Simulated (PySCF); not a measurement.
Field gradients from PBE0/pcSseg-1 densities (PySCF, non-relativistic) at GFN2-xTB geometries, isolated species, one conformer each; χzz is the principal value of largest magnitude, with Q(14N) = 0.02044 b, Q(17O) = −0.0256 b. Where η is near 1, a small change in the tensor can flip the sign of χzz. GFN2-xTB bond lengths can be off by several hundredths of an ångström, more for odd bonds, and the gradients follow them. The basis is small and wasn't made for field gradients, so the couplings can be 20 % off.

Question: These 14N couplings (χzz in MHz, η) are listed in rising order: (-5.903, 0.18); (-5.541, 0.11); (-5.078, 0.52); (-4.577, 0.06); (-4.093, 0.45); (-3.652, 0.99). Assign them to: the nitrile nitrogen of `C=C(C#N)[SiH](C)C`; the primary amine nitrogen of `NCCCF`; the imine nitrogen of `[H]/N=C\C1=C[SiH2]S1`; the nitrile nitrogen of `N#Cc1ccc([O-])o1`; the secondary amine nitrogen of `CC#C[C@@](C)(NC)[SiH2]C`; the silicon-bound nitrogen of `C=C1[SiH2]N(C)C1=C`.

Answer: -5.903 MHz, η 0.18: the secondary amine nitrogen of `CC#C[C@@](C)(NC)[SiH2]C`; -5.541 MHz, η 0.11: the primary amine nitrogen of `NCCCF`; -5.078 MHz, η 0.52: the imine nitrogen of `[H]/N=C\C1=C[SiH2]S1`; -4.577 MHz, η 0.06: the nitrile nitrogen of `C=C(C#N)[SiH](C)C`; -4.093 MHz, η 0.45: the silicon-bound nitrogen of `C=C1[SiH2]N(C)C1=C`; -3.652 MHz, η 0.99: the nitrile nitrogen of `N#Cc1ccc([O-])o1`.

Question: These 17O couplings (χzz in MHz, η) are listed in rising order: (-9.548, 0.41); (-5.477, 0.10); (11.26, 0.39). Assign them to: the siloxane oxygen of `C/C=C1\[SiH2]O[Si@@]1(C)Cl`; the aldehyde oxygen of `O=C[C@@H]1[SiH2]C[Si@@H]1CCl`; O8 (furan-type oxygen) in `[N:1]#[C:2][c:3]1[cH:4][cH:5][c:6]([O-:7])[o:8]1`.

Answer: -9.548 MHz, η 0.41: O8 (furan-type oxygen) in `[N:1]#[C:2][c:3]1[cH:4][cH:5][c:6]([O-:7])[o:8]1`; -5.477 MHz, η 0.10: the siloxane oxygen of `C/C=C1\[SiH2]O[Si@@]1(C)Cl`; 11.26 MHz, η 0.39: the aldehyde oxygen of `O=C[C@@H]1[SiH2]C[Si@@H]1CCl`.

All sites together:

| nucleus | site | Vzz (au) | η | χzz (MHz) |
| --- | --- | --- | --- | --- |
| 14N | the nitrile nitrogen of C=C(C#N)[SiH](C)C | -0.953 | 0.06 | -4.577 |
| 14N | the primary amine nitrogen of NCCCF | -1.154 | 0.11 | -5.541 |
| 14N | the imine nitrogen of [H]/N=C\C1=C[SiH2]S1 | -1.057 | 0.52 | -5.078 |
| 14N | the nitrile nitrogen of N#Cc1ccc([O-])o1 | -0.760 | 0.99 | -3.652 |
| 14N | the secondary amine nitrogen of CC#C[C@@](C)(NC)[SiH2]C | -1.229 | 0.18 | -5.903 |
| 14N | the silicon-bound nitrogen of C=C1[SiH2]N(C)C1=C | -0.852 | 0.45 | -4.093 |
| 17O | the siloxane oxygen of C/C=C1\[SiH2]O[Si@@]1(C)Cl | 0.910 | 0.10 | -5.477 |
| 17O | the aldehyde oxygen of O=C[C@@H]1[SiH2]C[Si@@H]1CCl | -1.872 | 0.39 | 11.26 |
| 17O | O8 (furan-type oxygen) in [N:1]#[C:2][c:3]1[cH:4][cH:5][c:6]([O-:7])[o:8]1 | 1.587 | 0.41 | -9.548 |
